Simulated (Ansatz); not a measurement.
These are Ansatz (an electronic-structure program) with frozen-core CCSD(T)/cc-pVTZ // TPSSh-D3(BJ)/def2-TZVP values and carry that method's errors.

Ansatz 0.2 input:
```yaml
crystal:
  periodic: [false, false, false]
  atoms:
    - { symbol: N, position_ang: [-0.911166, -0.734142, -1.263115] }
    - { symbol: Si, position_ang: [-0.001495, -0.001921, 0.001772] }
    - { symbol: N, position_ang: [-0.385502, 1.658543, 0.244702] }
    - { symbol: N, position_ang: [-0.396807, -0.996943, 1.349841] }
    - { symbol: N, position_ang: [1.687463, 0.064925, -0.324499] }
    - { symbol: H, position_ang: [-1.880375, -0.976208, -1.11405] }
    - { symbol: H, position_ang: [-0.74558, -0.474129, -2.224383] }
    - { symbol: H, position_ang: [-1.349061, 1.957131, 0.282874] }
    - { symbol: H, position_ang: [0.195764, 2.229888, 0.84125] }
    - { symbol: H, position_ang: [-0.147905, -0.708623, 2.28471] }
    - { symbol: H, position_ang: [-0.370499, -2.002703, 1.260746] }
    - { symbol: H, position_ang: [2.049081, 0.742183, -0.980801] }
    - { symbol: H, position_ang: [2.237007, -0.781765, -0.336578] }
basis:
  gaussian: { orbitals: cc-pVTZ }
correlation:
  method: ccsd_t
```

Output:

```
Functional definition: HF
1524 factors; integrals over basis functions are off by at most 1.2e-3 eV
mean field evaluation 1: about -13915.5042 eV, gradient 5.9e1 eV
mean field evaluation 2: about -13915.6934 eV, gradient 5.9e1 eV
mean field evaluation 4: about -13922.3073 eV, gradient 3.4e0 eV
mean field evaluation 8: about -13922.3588 eV, gradient 1.4e-1 eV
mean field evaluation 16: about -13920.4602 eV, gradient 3.0e1 eV
mean field -13922.35886314 eV, -511.6372513067 hartree, gradient 9.9e-7 eV, S^2 0.000000; 0 other end points of the search recorded, 0 dependent functions left out
9 core orbitals not correlated
reference -13922.35886314 eV, -511.6372513067 hartree; 16, 16 occupied and 241, 241 virtual orbitals, 1524 factors
second order -26.77698145 eV of doubles, -0.00000000 eV of singles
cycle   1  -27.09605998 eV  change   -3.2e-1 eV  update   8.8e-2
cycle   2  -27.63332528 eV  change   -5.4e-1 eV  update   2.4e-2
cycle   3  -27.72918694 eV  change   -9.6e-2 eV  update   1.1e-2
cycle   4  -27.71983189 eV  change    9.4e-3 eV  update   2.5e-3
cycle   5  -27.72065907 eV  change   -8.3e-4 eV  update   1.2e-3
cycle   6  -27.72095185 eV  change   -2.9e-4 eV  update   3.4e-4
cycle   7  -27.72072644 eV  change    2.3e-4 eV  update   1.3e-4
cycle   8  -27.72069658 eV  change    3.0e-5 eV  update   4.0e-5
perturbative correction -1.04695388 eV, -0.0384748456 hartree
Total energy: -13951.12651361 eV, -512.6944429619 hartree
```

Cost: around 13 core-minutes (rough).
